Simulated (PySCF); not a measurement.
# `C[C@@H]1C[Si@H](P)O1`, C₃H₉OPSi

Molfile (atoms numbered from 1):
```
C3H9OPSi
     RDKit          3D

 15 15  0  0  0  0  0  0  0  0999 V2000
   -1.8118   -0.9710    0.5280 C   0  0  0  0  0  0  0  0  0  0  0  0
   -1.0008    0.3046    0.5998 C   0  0  2  0  0  0  0  0  0  0  0  0
   -0.5267    0.8441   -0.7522 C   0  0  0  0  0  0  0  0  0  0  0  0
    1.2093    0.6253    0.0044 Si  0  0  2  0  0  4  0  0  0  0  0  0
    2.5232   -0.9761   -0.8356 P   0  0  0  0  0  0  0  0  0  0  0  0
    0.2657    0.0557    1.2349 O   0  0  0  0  0  0  0  0  0  0  0  0
   -2.7603   -0.7792    0.0321 H   0  0  0  0  0  0  0  0  0  0  0  0
   -1.2567   -1.7218   -0.0300 H   0  0  0  0  0  0  0  0  0  0  0  0
   -2.0018   -1.3503    1.5290 H   0  0  0  0  0  0  0  0  0  0  0  0
   -1.5228    1.0611    1.1930 H   0  0  0  0  0  0  0  0  0  0  0  0
   -0.7977    0.1974   -1.5810 H   0  0  0  0  0  0  0  0  0  0  0  0
   -0.8602    1.8534   -0.9644 H   0  0  0  0  0  0  0  0  0  0  0  0
    1.8474    1.8903    0.3915 H   0  0  0  0  0  0  0  0  0  0  0  0
    3.2775   -0.1001   -1.5959 H   0  0  0  0  0  0  0  0  0  0  0  0
    3.4111   -0.9255    0.2243 H   0  0  0  0  0  0  0  0  0  0  0  0
  1  2  1  0
  2  3  1  0
  3  4  1  0
  4  5  1  0
  4  6  1  0
  6  2  1  0
  1  7  1  0
  1  8  1  0
  1  9  1  0
  2 10  1  1
  3 11  1  0
  3 12  1  0
  4 13  1  1
  5 14  1  0
  5 15  1  0
M  END
```

Level of theory: TDDFT CAM-B3LYP/jun-cc-pV(D+d)Z circular dichroism and optical rotation, one conformer, gas phase in PySCF. Geometry: GFN2-xTB.

(1) Draw the ECD and absorption spectra from the lowest 16 states, each a Gaussian of half-width 0.35 eV at 1/e height.

Results:

(1) 
```
E (eV)  λ (nm)  Δε (L mol⁻¹ cm⁻¹)  ε (L mol⁻¹ cm⁻¹)
  5.41     229              -0.06              42.8
  5.56     223              -0.16               122
  5.71     217              -0.27               244
  5.86     211              +0.01               378
  6.01     206              +1.76               618
  6.16     201              +6.77              1470
  6.31     196             +14.97              3860
  6.46     192             +20.81              8350
  6.61     187             +17.12             13900
  6.76     183              +5.95             17600
  6.91     179              -3.09             17100
  7.06     176              -6.92             13200
  7.21     172             -11.96              9570
  7.36     168             -22.92              8430
  7.51     165             -33.82              9210
  7.66     162             -33.09             10100
  7.81     159             -18.87             10000
```
Δε uses R in velocity form, ε uses f in length form. Only the states computed contribute, so the short-wavelength end is incomplete.
